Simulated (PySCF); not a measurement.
This PySCF input asks for the NMR shieldings of `N#C[Si@@H]1CCC[Si@H]1F`, C₄H₈FNSi₂; the geometry comes from GFN2-xTB.

```python
import basis_set_exchange as bse
import numpy as np
from pyscf import gto, dft
from pyscf.prop import nmr

atoms = """
N     3.410877   -1.563269   -0.454715
C     2.596739   -0.939865    0.058280
Si    1.262490    0.092425    0.862872
C    -0.317903   -0.994396    0.944782
C    -1.122126   -0.803610   -0.347112
C    -1.351509    0.678052   -0.663141
Si    0.325736    1.595016   -0.620944
F     0.091657    3.060561    0.032378
H     1.799446    0.414119    2.190892
H    -0.929372   -0.681677    1.794170
H    -0.100887   -2.052932    1.088850
H    -2.083359   -1.318022   -0.259753
H    -0.581254   -1.266895   -1.177445
H    -2.018051    1.106260    0.089816
H    -1.866095    0.769084   -1.619517
H     0.876011    1.914093   -1.930825
"""
names = dict.fromkeys(["N", "C", "Si", "F", "H"], "pcSseg-1")
basis = {el: gto.basis.parse(bse.get_basis(n, elements=[el], fmt="nwchem")) for el, n in names.items()}
mol = gto.M(atom=atoms, basis=basis, charge=0, verbose=0)
mf = dft.RKS(mol, xc="PBE0")
mf.grids.level = 2
mf.grids.alignment = dft.numint.BLKSIZE   # the property module wants whole blocks of grid points
mf.conv_tol = 1e-9
mf.kernel()

calc = nmr.RKS(mf)   # GIAO
C = mf.mo_coeff
Co = C[:, mf.mo_occ > 0]
resp = mf.gen_response(singlet=True, hermi=2)
def vind(x):   # induced exchange potential for any number of trial vectors
    d = np.einsum("pi,xij,qj->xpq", C, 2 * x.reshape(-1, C.shape[1], Co.shape[1]), Co, optimize=True)
    return np.einsum("xpq,pi,qj->xij", resp(d - d.transpose(0, 2, 1)), C, Co, optimize=True).ravel()
mo1, _ = nmr.rhf.solve_mo1(calc, with_cphf=vind)
sigma = calc.kernel(mo1)
for i, s in enumerate(sigma):   # ppm
    print("%2d %-2s %9.2f" % (i, mol.atom_pure_symbol(i), np.trace(s) / 3))
```

Question: Give the expected output.

Answer: 
```
 0 N    -100.24
 1 C      63.38
 2 Si    425.43
 3 C     168.21
 4 C     163.91
 5 C     163.53
 6 Si    312.05
 7 F     400.46
 8 H      27.22
 9 H      30.74
10 H      29.99
11 H      29.29
12 H      30.51
13 H      30.77
14 H      29.83
15 H      25.83
```

These numbers come from an equivalent density-fitted implementation of the same equations, which agrees with the script to about 0.01 ppm for H and up to a few tenths of a ppm for heavy atoms, so last digits may differ.

Question: Turn these shieldings into chemical shifts. Scale: ¹⁵N (σref 267.73) vs NH3; ¹³C (σref 186.93) and ²⁹Si (σref 349.16) and ¹H (σref 31.72) vs TMS; CFCl3 for ¹⁹F (σref 170.95) (reference shieldings calculated alike).

Answer: Averaging equivalent atoms: N 0: 368.0; C 1: 123.5; C 5: 23.4; C 4: 23.0; C 3: 18.7; Si 6: 37.1; Si 2: -76.3; F 7: -229.5; H 15: 5.89; H 8: 4.49; H 11: 2.43; H 14: 1.88; H 10: 1.73; H 12: 1.21; H 9: 0.98; H 13: 0.95 ppm. Unscaled 19F shifts against computed CFCl3 carry errors that often reach 10 to 50 ppm. Experimental scales use liquid or dissolved standards, which lie at an offset from isolated NH3 (liquid NH3: subtract about 20 ppm). Unscaled 15N shifts of sp2 nitrogen come out 20 to 40 ppm too high even then.

Size and cost of the density-fitted run: 190 basis functions, 29 s wall time on 1 thread of an Arm Neoverse V2, shared host; peak memory 0.85 GiB.
